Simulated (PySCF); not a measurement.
C10H12O2, SMILES CC(C)C(=O)Oc1ccccc1, GFN2-xTB optimised geometry.

```
24

C     -1.39     2.33     0.00
C      0.14     2.33     0.00
C      0.69     3.04    -1.23
C      0.59     0.88     0.01
O      0.72     0.19    -0.96
O      0.80     0.47     1.27
C      1.13    -0.85     1.57
C      2.09    -1.04     2.55
C      2.44    -2.33     2.92
C      1.82    -3.41     2.32
C      0.86    -3.21     1.34
C      0.51    -1.93     0.96
H     -1.76     3.35     0.00
H     -1.77     1.82    -0.89
H     -1.78     1.82     0.88
H      0.50     2.80     0.92
H      0.30     4.05    -1.29
H      1.78     3.09    -1.19
H      0.41     2.50    -2.13
H      2.56    -0.18     3.01
H      3.18    -2.48     3.69
H      2.10    -4.42     2.60
H      0.38    -4.05     0.87
H     -0.24    -1.77     0.20
```

Density from PySCF with PBE0/def2-SVP at that geometry.

Minimum of the electron density along straight lines between bonded atoms, close to the bond critical point (lines longer than 1.1 times the sum of covalent radii, or with two minima, are not listed):

```
bond     length / Å  ρ at the minimum / e bohr⁻³  ∇²ρ there / e bohr⁻⁵  position (fraction from the first atom)
-------  ----------  ---------------------------  --------------------  ---------------------------------------
C1–C2         1.532                        0.238                 -0.53                                     0.50
C2–C3         1.525                        0.243                 -0.55                                     0.51
C2–C4         1.518                        0.257                 -0.62                                     0.47
C4–O5         1.200                          ___                  0.38                                     0.33
C4–O6         1.345                        0.295                 -0.28                                     0.33
O6–C7         1.391                        0.261                 -0.27                                     0.67
C7–C8         1.389                        0.313                 -0.81                                     0.52
C8–C9         1.382                        0.312                 -0.80                                     0.50
C9–C10        1.385                        0.312                 -0.80                                     0.50
C10–C11       1.384                        0.312                 -0.80                                     0.50
C7–C12        1.387                        0.313                 -0.81                                     0.52
C11–C12       1.384                        0.311                 -0.79                                     0.50
C1–H13        1.087                        0.277                 -1.01                                     0.63
C1–H14        1.088                        0.277                 -1.02                                     0.63
C1–H15        1.088                        0.277                 -1.02                                     0.63
C2–H16        1.093                        0.278                 -1.02                                     0.63
C3–H17        1.087                        0.276                 -1.01                                     0.62
C3–H18        1.087                        0.277                 -1.01                                     0.62
C3–H19        1.087                        0.278                 -1.04                                     0.63
C8–H20        1.079                        0.283                 -1.08                                     0.63
C9–H21        1.080                        0.284                 -1.08                                     0.63
C10–H22       1.080                        0.284                 -1.08                                     0.63
C11–H23       1.080                        0.284                 -1.09                                     0.63
C12–H24       1.078                        0.286                 -1.11                                     0.64
```

**Question.** Some entries are withheld; supply them.

**Answer.** 
- C4–O5, ρ at the minimum / e bohr⁻³: 0.422
